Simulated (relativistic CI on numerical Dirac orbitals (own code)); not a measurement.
# What each ingredient does to the levels of Se26+

Base calculation: Dirac-Coulomb-Breit CI, KLI orbitals optimised for each configuration, model QED (radiative potential, 1s self-energy scaled to tabulated hydrogen-like ionisation energies), unscaled Slater integrals.

CI space (outside the closed core 1s2): 2s2 2p4, 2s 2p5, 2p6, 2p5 3s, 2p5 3p, 2p5 3d, 2s2 2p3 3s, 2s2 2p3 3p, 2s2 2p3 3d, 2s 2p4 3s, 2s 2p4 3p, 2s 2p4 3d, 2s2 2p3 4s, 2s2 2p3 4p, 2s2 2p3 4d, 2s2 2p3 4f, 2s 2p4 4s, 2s 2p4 4p, 2s 2p4 4d, 2s 2p4 4f, 2s2 2p2 3s2, 2s2 2p3 5s, 2s2 2p3 5p, 2s2 2p2 3s 3p, 2s2 2p3 5d, 2s2 2p3 5f, 2s2 2p3 5g, 2s2 2p2 3p2, 2s2 2p2 3s 3d, 2s2 2p2 3p 3d, 2s 2p3 3s2, 2s2 2p2 3d2, 2s 2p3 3s 3p, 2s 2p4 5s, 2s 2p3 3p2, 2s 2p4 5p. Levels of other configurations are missing.

Variants: (1) valence Slater integrals scaled by 0.9. Shifts of the energy above 2s2 2p4 3P_2, in eV, for the lowest level and the first level of each name with at least 55 % of one term (blank where a level changes its place among those of its configuration and J or its character, or is not in the variant):

```csv
Level,Base,Δ(1)
2s2 2p4 3P_2,0.00,0.00
2s2 2p4 3P_0,17.83,-1.22
2s2 2p4 3P_1,40.13,+0.34
2s2 2p4 1D_2,52.41,-1.03
2s 2p5 3P°_2,185.69,+0.78
2s 2p5 3P°_1,205.90,-0.14
2s 2p5 3P°_0,229.96,+0.78
2s 2p5 1P°_1,261.37,-3.43
2p6 1S_0,422.94,-1.45
2s2 2p3 3s 5S°_2,1575.67,+0.94
2s2 2p3 3s 3D°_3,1625.31,-0.32
2s2 2p3 3s 1D°_2,1628.63,-0.66
2s2 2p3 3p 5P_3,1628.97,+1.11
2s2 2p3 3s 3P°_0,1640.30,-1.36
2s2 2p3 3s 3P°_1,1641.83,-1.52
2s2 2p3 3p 3P_0,1645.58,+0.01
2s2 2p3 3p 3F_3,1666.22,+0.24
2s2 2p3 3s 3P°_2,1675.03,-0.60
2s2 2p3 3p 3D_3,1677.83,-0.09
2s2 2p3 3p 3F_4,1678.90,-0.25
2s2 2p3 3d 5D°_0,1680.21,+1.10
2s2 2p3 3d 5D°_1,1680.30,+1.05
```

At this charge energies of transitions that change n are usually good to better than 1 %, and those within a shell (Δn = 0) to a few per cent.

Ionisation energy from the two ground configurations alone: base 2816.74 eV. The NIST ASD value (semi-empirical) is 2820 eV.

LS names give the leading component of a level, which can be under half, so a name can repeat, a term be missing and a line seem to break the LS rules.
